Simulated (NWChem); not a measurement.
System: ZrN₂H₄O; SMILES [NH2][Zr]([OH])=[NH]

```xyz
8

Zr     0.0604    -0.0294     0.0161
N     -1.5467     0.5199     0.6721
H     -2.4428     0.6970     1.1169
O      0.5621    -1.9235     0.1857
H      0.3670    -2.8042     0.5090
N      1.4946     1.3624     0.4965
H      2.5000     1.1935     0.5123
H      1.3310     2.2563     0.9544
```
Atoms are numbered in this order, from 1.

Level: PBE0/def2-SVP with def2 effective core potentials on Zr (NWChem), optimised geometry, unscaled harmonic frequencies. def2 effective core potentials on Zr; no spin-orbit coupling.

**Question.** List the harmonic frequencies with IR intensities, and the thermochemistry.

**Answer.** 
```csv
frequency (cm⁻¹),IR intensity (km/mol)
89,8.6
157,6.0
189,4.6
362,160.0
427,16.4
472,171.6
495,18.6
539,94.0
579,133.6
632,105.3
662,259.6
686,176.0
933,169.8
1515,27.2
3557,33.2
3643,55.0
3650,21.6
3984,172.7
```

zero-point energy: 32.2 kcal/mol
thermal correction to the enthalpy at 298.15 K (with zero-point energy): 37.1 kcal/mol
heat capacity Cv: 22.7 cal/(mol K)
entropy at 298.15 K and 1 atm (symmetry number 1): 80.8 cal/(mol K)

Rigid rotor and harmonic oscillator; modes under 100 cm⁻¹ make the entropy uncertain.
